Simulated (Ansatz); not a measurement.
Species: BO, net charge 1, singlet state. 
Coordinates optimised at B3LYP-D3(BJ)/def2-TZVP (Ansatz, an electronic-structure program):
```xyz
2

B      0.0000     0.0000    -0.7313
O      0.0000     0.0000     0.4571
```
Charge +1, spin multiplicity 1.

Basis-set convergence of Hartree-Fock and MP2 correlation energies (hartree) with Ansatz. Cores are frozen in the correlated levels unless marked. No spin-orbit coupling. No relativistic terms.

The T1 diagnostic of CCSD in the largest basis is 0.047, which is high, so the coupled-cluster rows are less sure than usual.

```json
[
 {"basis": "def2-SVP", "functions": "28", "E(HF)": "-98.95478", "E(corr, MP2)": "-0.25941"},
 {"basis": "def2-TZVPP", "functions": "62", "E(HF)": "-99.07125", "E(corr, MP2)": "-0.31384"},
 {"basis": "def2-QZVPP", "functions": "114", "E(HF)": "-99.07613", "E(corr, MP2)": "-0.33599"}
]
```

Extrapolating the two largest sets (X = 3 and 4) as X^-3: E(corr) = (64·(-0.33599) - 27·(-0.31384))/37 = -0.3522 Eh, an estimate of the basis-set limit. The largest set recovers 95.4 % of it, the smallest 73.7 %.
